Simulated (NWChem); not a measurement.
System: AlH2F; SMILES [F][AlH2]

```xyz
4

Al     0.0000     0.0000    -0.5614
H      0.0000     1.4058    -1.2869
H      0.0000    -1.4058    -1.2869
F      0.0000     0.0000     1.0969
```
Atoms are numbered in this order, from 1.

Program: NWChem. The geometry was optimised at B3LYP/6-31G* (spherical d). Ions are spin-unrestricted doublets at the neutral geometry; other ion states weren't tried.

For level B3LYP/def2-SVP:

```
Item                                   Result
-------------------------------------  ------
vertical ionisation energy, ΔSCF (eV)   11.40
−ε(HOMO) (eV)                            8.51
```

Question: Estimate the same quantities for level PBE/def2-SVP.

Answer: The vertical ionisation energy, ΔSCF (eV) comes out as 11.04 and the −ε(HOMO) (eV) is 7.34.
